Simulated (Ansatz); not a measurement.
`[SiH3][NH2+][Al-]([Cl])([Cl])[Cl]`. Total charge 0; spin multiplicity 1. Geometry: relaxed with PBE0-D4/def2-TZVP. It is one conformer, not always the lowest.

```xyz
11

Si   -0.869    1.033    0.923
N    -0.170   -0.558    0.420
Al    0.979   -0.607   -1.215
Cl    0.978    1.400   -1.887
Cl   -0.091   -1.972   -2.424
Cl    2.807   -1.295   -0.406
H    -1.659    0.776    2.153
H    -1.743    1.484   -0.175
H     0.265    1.930    1.207
H     0.411   -0.951    1.160
H    -0.907   -1.240    0.244
```

What is the dipole moment at PBE/def2-TZVPP? (Estimate.)

Ansatz gave: 5.88 D, with components (-3.43, 0.61, 4.73) D in this frame, pointing from negative to positive charge.

And with r2SCAN, B3LYP, ωB97M-V? (An estimate is asked.)

Ansatz gave: r2SCAN 6.05 D, B3LYP 6.06 D, ωB97M-V 6.08 D.

Give the Mulliken charges with PBE, r2SCAN, B3LYP in def2-TZVPP. (An estimate is asked.)

The calculation gave: 
```csv
atom,PBE,r2SCAN,B3LYP
Si1,0.21,0.30,0.27
N2,-0.12,-0.16,-0.15
Al3,0.39,0.49,0.48
Cl4,-0.26,-0.29,-0.29
Cl5,-0.27,-0.30,-0.29
Cl6,-0.27,-0.30,-0.29
H7,-0.03,-0.05,-0.04
H8,0.01,-0.01,0.00
H9,0.01,-0.01,0.00
H10,0.17,0.16,0.15
H11,0.17,0.16,0.15
```

B3LYP here is the variant with VWN-RPA as its local correlation; programs differ in this.
